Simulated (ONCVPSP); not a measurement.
Scattering properties, ONCV potential for iodine

| Property | Result |
| --- | --- |
| Element | I |
| Generator | ONCVPSP 4.0.1 |
| Type | optimised norm-conserving Vanderbilt (ONCV) |
| Functional | PBE |
| Relativity | scalar-relativistic |
| Frozen core | [Ar] 3d10 |
| Valence charge | 25 |
| Reference configuration | 4s2 4p6 4d10 5s1.75 5p5.25 |
| Partial waves | 4s+5s: rc 1.30 bohr, ncon 4, nbas 7, qcut 7.4 1/bohr, 2 projectors; 4p+5p: rc 1.10 bohr, ncon 4, nbas 7, qcut 15.3 1/bohr, 3 projectors, debl 2.2 Ha; 4d: rc 1.40 bohr, ncon 4, nbas 9, qcut 8.8 1/bohr, 2 projectors, debl 1.7 Ha |
| Local potential | polynomial inside 1.00 bohr (lpopt 5, dvloc0 1 Ha) |
| Core correction | Teter function, fcfact 4.75, rcfact 1.2 |

In the d channel the program set the typed energies aside and used -1.860, 0.250 Ha.

The phase is arctan(r·R′/R) of the radial function R(r), unwrapped; energies in Ha, scanned from -8 to 5 Ha. A pole is an energy at which the radial function vanishes at the test radius. The pseudo phase is shifted by a multiple of π to meet the all-electron one at the reference energy, and phase errors are pseudo minus all-electron; the curves can meet again beyond the range given. Levels narrower than the energy grid can be missing from the lists of poles.

| channel | radius (bohr) | reference energy (Ha) | poles, all-electron | poles, pseudo | unbroken range about the reference energy with phases within 0.05 rad | phase error 1 Ha above the reference energy (rad) |
| --- | --- | --- | --- | --- | --- | --- |
| s | 1.32 | -0.65 | -6.22 | -6.22 | the whole range | -0.001 |
| p | 1.12 | -0.27 | -2.81 | -2.81 | the whole range | +0.000 |
| d | 1.42 | -1.86 | -1.11 | -1.11 | below 3.1 | -0.000 |

Phases in the s channel:

```tsv
E (Ha)	all-electron	pseudo
-7.96	1.007	1.007
-7.60	0.754	0.753
-7.24	-0.071	-0.072
-6.88	-1.115	-1.115
-6.52	-1.452	-1.452
-6.16	-1.587	-1.587
-5.80	-1.662	-1.662
-5.44	-1.712	-1.712
-5.08	-1.752	-1.752
-4.72	-1.786	-1.786
-4.36	-1.817	-1.817
-4.00	-1.848	-1.848
-3.64	-1.881	-1.881
-3.28	-1.916	-1.916
-2.92	-1.956	-1.956
-2.56	-2.002	-2.002
-2.20	-2.057	-2.058
-1.84	-2.126	-2.126
-1.48	-2.214	-2.214
-1.12	-2.329	-2.329
-0.76	-2.484	-2.484
-0.40	-2.692	-2.692
-0.04	-2.962	-2.962
0.32	-3.271	-3.272
0.68	-3.570	-3.572
1.04	-3.817	-3.820
1.40	-4.004	-4.007
1.76	-4.142	-4.145
2.12	-4.244	-4.248
2.48	-4.322	-4.327
2.84	-4.384	-4.388
3.20	-4.433	-4.438
3.56	-4.473	-4.479
3.92	-4.506	-4.513
4.28	-4.535	-4.542
4.64	-4.559	-4.568
5.00	-4.581	-4.591
```
